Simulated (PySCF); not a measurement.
A structure optimised at B3LYP-D3(BJ)/def2-SVP, used in a PySCF frequency run:

```
Sn
F 1 1.9648
H 1 1.7082 2 105.75
N 1 2.0347 3 114.13 2 -117.32
H 4 1.0206 1 112.94 3 87.34
H 4 1.0207 5 107.68 1 -123.69
N 1 2.0352 3 112.46 2 120.30
H 7 1.0203 1 113.08 3 -39.04
H 7 1.0206 8 107.44 1 125.22
```
Charge 0, spin multiplicity 1.

Problem. Write its SMILES and formula.

Solution. [NH2][SnH]([NH2])[F], FH5N2Sn

Problem. What are its rotational constants (standard atomic weights)?

Solution. 4.3547, 4.1700, 2.7113 GHz
